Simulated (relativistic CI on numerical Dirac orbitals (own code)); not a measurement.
**Fe3+ in a cubic cluster: 3s photoemission with charge transfer**

Computed with a charge-transfer multiplet model of a cubic metal-ligand cluster with up to 3 ligand holes, Slater and spin-orbit integrals from Dirac-Coulomb-Breit ions, Slater integrals scaled by 0.7. The ground state mixes d5 with configurations of k ligand holes L, whose averages lie at kΔ + k(k − 1)U_dd/2; a core hole lowers each added d electron by U_cd. 300 K, Lorentzian 1.4 eV and Gaussian 0.8 eV FWHM.

Atomic integrals in eV (Slater integrals scaled, ζ unscaled), ground: F2dd 8.389, F4dd 5.243, zeta_d 0.056; with the core hole: F2dd 9.112, F4dd 5.728, zeta_d 0.065, G2cd 9.045.

Cluster parameters (eV): Δ = 3.4, U_dd = 5.6, 10Dq = 1.8, 10Dq(ligand) = 0.3, V(eg) = 3.35, V(t2g) = -1.43, final-state hopping factor = 0.8.

```tsv
Case	n_d	d5	d6L	d7L2	d8L3	S
U_cd = 5.2 eV	5.66	0.45	0.45	0.10	0.01	0.51
U_cd = 5.8 eV	5.66	0.45	0.45	0.10	0.01	0.51
U_cd = 7 eV	5.66	0.45	0.45	0.10	0.01	0.51
```

Weights, n_d and S are thermal averages at 300 K. Binding energies count from the first peak over 30 % of the highest in each spectrum, which can be another peak from case to case. The parameters are a model scan and need not match a compound or its usual spin state. Peaks in eV (height, largest 100):
- U_cd = 5.2 eV: 0.0 (100), 2.9 (29), 4.9 (18), 8.0 (13)
- U_cd = 5.8 eV: 0.0 (100), 2.7 (28), 4.9 (20), 8.0 (15)
- U_cd = 7 eV: 0.0 (100), 2.5 (28), 5.0 (23), 7.9 (19)

Curve for U_cd = 5.2 eV (points under 2 left out, the grid thinned):

E (eV), Intensity and a bar:
```
     -4.1        3.8 #
     -3.7        4.6 #
     -3.3        5.8 #
     -2.9        7.3 ##
     -2.5        9.7 ##
     -2.0       14.8 ####
     -1.6       22.1 ######
     -1.2       35.4 ##########
     -0.8       57.9 #################
     -0.4       86.0 ##########################
      0.0      100.0 ##############################
      0.4       85.5 ##########################
      0.8       58.0 #################
      1.2       37.5 ###########
      1.7       25.9 #######
      2.1       24.6 #######
      2.5       27.2 ########
      2.9       29.1 ########
      3.3       26.1 #######
      3.7       20.7 ######
      4.1       17.6 #####
      4.5       17.5 #####
      4.9       18.0 #####
      5.4       16.5 ####
      5.8       15.0 ####
      6.2       13.9 ####
      6.6       12.9 ###
      7.0       12.3 ###
      7.4       12.4 ###
      7.8       12.6 ###
      8.2       12.6 ###
      8.7       11.2 ###
      9.1        9.0 ##
      9.5        7.0 ##
      9.9        5.6 #
     10.3        4.7 #
     10.7        4.2 #
     11.1        4.0 #
     11.5        4.1 #
     11.9        4.1 #
     12.4        4.0 #
     12.8        3.7 #
     13.2        3.2 
     13.6        2.5 
     14.0        2.1
```

For the case U_cd = 7 eV, Δ = 3.4 eV is smaller than U_dd = 5.6 eV, the charge-transfer side of the Zaanen-Sawatzky-Allen scheme. With the core hole the configuration with one ligand hole lies at Δ − U_cd = -1.8, -2.4, -3.6 eV from the one without, in the order of the table; where this is negative the screened configuration lies lower, though the effective hopping of about 5.0 eV (from the holes of the mixed ground state) mixes the two strongly wherever it is as large as the gap.

Without intra-shell correlation the exchange splitting of the 3s hole comes out too large.
